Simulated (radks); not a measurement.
Values are calculated unless marked as measured or tabulated.
N+, configuration [He] 2s2 2p2 (the NIST ground configuration).

Level of theory: scalar-relativistic Kohn-Sham, r2SCAN, spin-polarised, spherical densities, finite nucleus; open shells are filled with parallel spins first; meta-GGA in the generalised Kohn-Sham scheme; Fermi nuclear charge, rms radius 2.5582 fm (a radial shooting solver on a logarithmic mesh with Libxc functionals).

Energy parts (hartree):
part                      energy
total                  -54.04777
kinetic                 53.97322
electron-nucleus      -124.06833
Hartree                 22.34773
exchange-correlation    -6.30039

Orbitals (lengths in bohr, moments of r in powers of bohr; <r^-3> diverges for s and p1/2):
[
 {"orbital": "1s up", "occ.": "1", "eigenvalue (hartree)": "-14.94374", "<r^4>": "0.01349", "<r^-3>": "-", "<r^2>": "0.07137"},
 {"orbital": "1s down", "occ.": "1", "eigenvalue (hartree)": "-14.88400", "<r^4>": "0.01307", "<r^-3>": "-", "<r^2>": "0.07050"},
 {"orbital": "2s up", "occ.": "1", "eigenvalue (hartree)": "-1.29682", "<r^4>": "5.941", "<r^-3>": "-", "<r^2>": "1.798"},
 {"orbital": "2s down", "occ.": "1", "eigenvalue (hartree)": "-1.11135", "<r^4>": "7.159", "<r^-3>": "-", "<r^2>": "1.952"},
 {"orbital": "2p up", "occ.": "2", "eigenvalue (hartree)": "-0.82760", "<r^4>": "8.244", "<r^-3>": "3.945", "<r^2>": "1.949"},
 {"orbital": "2p down", "occ.": "0", "eigenvalue (hartree)": "-0.64504", "<r^4>": "11.03", "<r^-3>": "3.499", "<r^2>": "2.247"}
]

The highest occupied level is 2p up at -22.520 eV. For comparison, the ionisation energy in NIST's Atomic Spectra Database is 29.601 eV (semi-empirical). In exact Kohn-Sham theory the highest level is minus the ionisation energy, but local and semilocal functionals leave it too shallow, through self-interaction and a potential that decays too fast; potentials with the right tail come closer. The density falls to 0.001 e/bohr^3 at r = 2.98 bohr. The electron density at the nucleus is 212.4 e/bohr^3 (large components only).
